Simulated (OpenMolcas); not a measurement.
**F3+: effect of the basis set**

```yaml
Program: OpenMolcas 26.06
Method: "SS-CASPT2, IPEA 0.25 Eh, imaginary shift 0.1 Eh (closed shells correlated: 1s)"
Active_space: 4 electrons in 4 orbitals (2s 2p)
State_averaging: 2S+1 = 3 even, 3 roots; 2S+1 = 1 even, 6 roots; 2S+1 = 5 odd, 1 root; 2S+1 = 3 odd, 9 roots; 2S+1 = 1 odd, 8 roots
Spin-orbit_coupling: RASSI with atomic mean-field integrals over the reference wave functions, term energies averaged over their components
```

A. ANO-RCC-VDZP [3s2p1d], DKH2, point nucleus; CASPT2 step about 2.3 core-seconds
B. ANO-L-VTZP [4s3p2d1f], non-relativistic, point nucleus; CASPT2 step roughly 2 core-seconds
C. ANO-RCC-VTZP [4s3p2d1f], DKH2, point nucleus; CASPT2 step about 1.6 core-seconds
D. ANO-R3 [4s4p2d1f], X2C, finite nucleus; CASPT2 step of the order of 1.8 core-seconds
E. ANO-R2 [4s4p2d1f], X2C, finite nucleus; CASPT2 step roughly 2.6 core-seconds
F. ANO-RCC-VQZP [5s4p3d2f1g], DKH2, point nucleus; CASPT2 step roughly 2.3 core-seconds

Energies in cm-1 above 2s2 2p2 3P0, the measured ground level; measured values from Moore, Atomic Energy Levels, vol. I, NSRDS-NBS 35 (1971 reprint of NBS Circular 467, 1949).

```tsv
Level	A	B	C	D	E	F	Measured
2s2 2p2 3P0	0.0	0.0	0.0	0.0	0.0	0.0	0.0
2s2 2p2 3P1	193	222	224	214	214	216	225
2s2 2p2 3P2	566	648	653	624	624	630	613
2s2 2p2 1D2	25330	25710	25730	25610	25610	25400	25241
2s2 2p2 1S0	52010	53670	53810	53400	53400	53150	53544
2s 2p3 5S* 2	73900	71200	72230	71700	71700	71990	
2s 2p3 3D* 2	149520	146160	147210	146420	146400	146270	147889
2s 2p3 3D* 1	149520	146160	147210	146430	146400	146270	147902
2s 2p3 3D* 3	149520	146160	147220	146430	146400	146270	147842
2s 2p3 3P* 0	177680	174760	175810	174870	174870	174680	
2s 2p3 3P* 1	177680	174760	175810	174870	174870	174680	175242
2s 2p3 3P* 2	177690	174760	175810	174880	174870	174690	175237
2s 2p3 1D* 2	234920	229880	231000	230030	230120	229740	
2s 2p3 3S* 1	245380	239320	240370	239530	239530	239460	
2s 2p3 1P* 1	262790	258270	259360	258220	258230	257850	257390
```

Deviations, from unrounded energies. A percentage is the sum of absolute deviations over the sum of measured energies, with the sign that they share, or ± where signs differ.

```
                        Against measurement  Levels     A     B     C     D     E     F
             mean absolute deviation (cm-1)      10  1700   760   590   640   650   700
      fine structure of the ground term (%)       2  -9.5  ±4.5  ±4.9  ±2.7  ±2.7  ±3.1
other terms of the ground configuration (%)       2  ±2.1  +0.8  +1.0  ±0.6  ±0.6  ±0.7
                   other configurations (%)       6  +1.4  ±0.7  ±0.5  ±0.6  ±0.6  ±0.6
```

C lies closest to measurement on these levels and A furthest from it. The largest miss of C in the table is 2s 2p3 1P* 1, by +2000 cm-1. The ranking rests on the paired levels alone, and a cruder setting can come out closer through cancelling errors.

Among A to F the level of the table that moves most is 2s 2p3 3S* 1, by 6100 cm-1 (lowest in B, highest in A). Moves below CASPT2's spread within the term are not significant.

Term energies are means over components that CASPT2 splits; among the terms shown or strongly mixed into the levels shown the widest spread is 200 cm-1 (2s 2p3 1D*, E). The basis is small and was not contracted for so high a charge (holds for A). Computed and measured levels are paired by configuration, term and J; levels that our copy of the source lacks, or whose pairing is in doubt (as where it misses far off the trend of its configuration), stay unpaired and out of the deviations. Only configurations of the active space appear.

* marks odd parity.
